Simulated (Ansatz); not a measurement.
`N[B]([GeH3])CF` + HI → `FCI` + `N[BH][GeH3]`  (substitution at a C–B bond)

Computed with Ansatz on PBE0-D4/def2-TZVP structures; ΔE is electronic, products minus reactants. CBS: MP2 limit from def2 TZ/QZ plus the TZ coupled-cluster correction, frozen cores. DFT in def2-TZVPP. B3LYP here is the variant with VWN-RPA as its local correlation; programs differ in this. Elements past krypton have def2 core potentials. For Ge, I outer-core shells are correlated without core-valence functions, which leaves a few kJ/mol of doubt a bond. Scalar relativity is left out up to krypton. One conformer a species, not always the lowest.

**Question.** Is it downhill or uphill in electronic energy at CCSD(T)/CBS, and by how much? (Estimate.)

**Answer.** Ansatz gave: Uphill: ΔE = +0.43 eV.

**Question.** What do these levels give: PBE-D4, B3LYP-D4, ωB97X-V, ωB97M-V, B2PLYP, PBE, B3LYP, HF/def2-TZVPP, CCSD/def2-TZVPP, CCSD(T)/def2-TZVPP, MP2/CBS(def2), CCSD/CBS(def2)? (Best estimate.)

**Answer.** The calculation gave: PBE-D4 0.40, B3LYP-D4 0.44, ωB97X-V 0.48, ωB97M-V 0.49, B2PLYP 0.42, PBE 0.37, B3LYP 0.40, HF/def2-TZVPP 0.49, CCSD/def2-TZVPP 0.50, CCSD(T)/def2-TZVPP 0.47, MP2/CBS(def2) 0.39, CCSD/CBS(def2) 0.46 eV.

Largest T1 diagnostic among the species: 0.013.

From PBE to PBE0 (25 % exact exchange), in def2-TZVPP and without D4, ΔE moves by +0.06 eV. The D4 term adds +0.03 eV with B3LYP and +0.02 eV with PBE0; it sums over pairs of atoms, weighted by their polarisabilities, and B3LYP, whose exchange is more repulsive, gets the larger term.
